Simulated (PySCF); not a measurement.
These compounds are isomers of formula C₈H₇F₃.

A. `InChI=1S/C8H7F3/c9-8(10,11)6-5-7-3-1-2-4-7/h1-5H,6H2`
B. 4-methylbenzotrifluoride
C. SMILES C=C1C=C/C1=C(/C)C(F)(F)F

Spectrum 1. $^{1}$H NMR (300 MHz, computed): δ 7.52 (d, 1H), 7.27 (d, 1H), 5.26 (m, 1H), 5.16 (m, 1H), 2.16 (s, 3H). $^{13}$C{$^{1}$H} NMR (computed): δ 158.5 (CH), 155.4 (CH), 155.0 (C), 148.7 (C), 134.4 (C), 117.6 (C), 104.5 (CH2), 14.3 (CH3).

Spectrum 2. $^{1}$H NMR (300 MHz, computed): δ 6.83 (m, 1H), 6.72 (m, 1H), 6.62 (m, 1H), 6.54 (d, 1H), 6.33 (d, 1H), 3.31 (m, 2H). $^{13}$C{$^{1}$H} NMR (computed): δ 157.4 (C), 142.8 (CH), 140.0 (CH), 139.5 (CH), 134.6 (C), 132.2 (CH), 123.5 (CH), 41.6 (CH2).

Spectrum 3. $^{1}$H NMR (300 MHz, computed): δ 7.96 (m, 2H), 7.62 (d, 2H), 2.58 (s, 3H). $^{13}$C{$^{1}$H} NMR (computed): δ 148.0 (C), 134.6 (C), 134.4 (CH), 134.1 (C), 132.4 (CH), 24.1 (CH3).

Theoretical values (PySCF 2.14.0 with density-fitted response routines): geometry: GFN2-xTB, GIAO PBE0/pcSseg-1 shieldings. Fast rotation and ring inversion assumed for equivalent nuclei, relativity neglected, a single conformation, no solvent model.

δ = σ(ref) − σ, references computed at the same level: TMS for $^{1}$H (σref 31.72) and $^{13}$C (σref 186.93). Splittings of carbon signals by F and P are missing where no couplings were computed. Where no couplings were computed, multiplicities follow the n + 1 count of equivalent neighbours, and m marks all less simple cases (inequivalent or close neighbours, rings, F or P nearby). Shifts are as computed. Against solution values, carbons near 30 ppm lie about +3 ppm off and those near 130 ppm about +5 ppm. Of 1211 compounds with measured shifts, 218 miss one by over three times the rms of a fit or turn the order of signals round; such compounds aren't used in these exercises.

Which spectrum belongs to which compound?

## Answers

1–C, 2–A, 3–B.

- Spectrum 1 (C): 8 $^{13}$C signals; δC 158.5 is an alkene CH; δC 155.4 is an alkene CH.
- Spectrum 2 (A): 8 $^{13}$C signals; δC 157.4 is a fully substituted alkene carbon; δC 142.8 is an alkene CH.
- Spectrum 3 (B): 6 $^{13}$C signals; δC 134.4 is an aromatic CH; δC 134.1 is a CF3 carbon.
